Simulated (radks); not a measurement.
All-electron atom: Ti2+ in [Ar] 3d2. All-electron calculation, Dirac Kohn-Sham, LDA (Slater exchange, VWN5 correlation), spin-unpolarised, spherical densities, finite nucleus; open shells are shared between the two j in proportion to 2j + 1; Fermi nuclear charge, rms radius 3.5921 fm. Program: a radial shooting solver on a logarithmic mesh with Libxc functionals.

Unscreened Slater integrals over Kohn-Sham orbitals (hartree). Large and small components are both included. Empty in this configuration: 4s1/2.

F0(3d5/2,3d5/2): 0.64773
F2(3d5/2,3d5/2): 0.29644
F4(3d5/2,3d5/2): 0.18377
F0(3d5/2,3d3/2): 0.64852
F2(3d5/2,3d3/2): 0.29678
G2(3d5/2,3d3/2): 0.29665
G4(3d5/2,3d3/2): 0.18390
F0(3d5/2,3p3/2): 0.72561
F2(3d5/2,3p3/2): 0.33815
G1(3d5/2,3p3/2): 0.42214
G3(3d5/2,3p3/2): 0.25283
F0(3d5/2,3p1/2): 0.72789
G3(3d5/2,3p1/2): 0.25318
F0(3d5/2,4s1/2): 0.38010
G2(3d5/2,4s1/2): 0.063566
F0(3d3/2,3d3/2): 0.64932
F2(3d3/2,3d3/2): 0.29712
F0(3d3/2,3p3/2): 0.72664
F2(3d3/2,3p3/2): 0.33871
G1(3d3/2,3p3/2): 0.42279
G3(3d3/2,3p3/2): 0.25323
F0(3d3/2,3p1/2): 0.72894
G1(3d3/2,3p1/2): 0.42379
F0(3d3/2,4s1/2): 0.38025
G2(3d3/2,4s1/2): 0.063295
F0(3p3/2,3p3/2): 0.83172
F2(3p3/2,3p3/2): 0.41585
F0(3p3/2,3p1/2): 0.83487
G2(3p3/2,3p1/2): 0.41721
F0(3p3/2,4s1/2): 0.39456
G1(3p3/2,4s1/2): 0.030555
F0(3p1/2,3p1/2): 0.83806
F0(3p1/2,4s1/2): 0.39491
G1(3p1/2,4s1/2): 0.030296
F0(4s1/2,4s1/2): 0.31088
